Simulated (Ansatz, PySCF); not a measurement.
Molecule: SnO₃, net charge 0, singlet state. 
Geometry from a B3LYP-D3(BJ)/def2-TZVP (Ansatz, a first-principles code) optimisation:
```xyz
4

Sn     0.0010    -0.1887     0.0008
O      0.0102    -2.0097     0.0081
O      0.7973     1.5984    -0.0330
O     -0.8135     1.5905     0.0201
```

Quantity: vertical ionisation energy (to the doublet state of charge +1; each state is the SCF solution reached for its spin; for the doublet the Hartree-Fock reference is unstable and T1 is 0.045; for the singlet the Hartree-Fock reference is unstable and T1 is 0.030), in eV. Correlated levels leave the core frozen unless marked. Open shells are spin-unrestricted. Spin-orbit coupling is left out. The frozen core is the preceding noble-gas configuration, with the filled d and f shells of earlier blocks. In def2 rows, elements after Kr have scalar-relativistic effective core potentials. CBS(X,Y): correlation extrapolated as X^-3; Hartree-Fock from the larger set.

| level | program | vertical ionisation energy (eV) |
|---|---|---|
| RI-HF/def2-TZVPPD | Ansatz | 8.85 |
| r2SCAN/def2-TZVPD | Ansatz | 10.37 |
| B3LYP/def2-TZVPD | Ansatz | 10.61 |
| BHLYP/def2-TZVPD | Ansatz | 10.66 |
| CAM-B3LYP/def2-TZVPD | Ansatz | 10.75 |
| wB97M-V/def2-TZVPD | Ansatz | 10.69 |
| RI-MP2/def2-TZVPPD | Ansatz | 13.48 |
| RI-MP2/CBS(def2-TZVPPD,def2-QZVPPD) | Ansatz | 13.66 |
| CCSD(T)/def2-SVPD | Ansatz | 10.45 |

For comparison, minus the highest occupied orbital energy (PySCF): 7.27 eV at TPSSh/def2-TZVPD, 8.24 eV at PBE0/def2-TZVPD, 10.03 eV at M06-2X/def2-TZVPD.
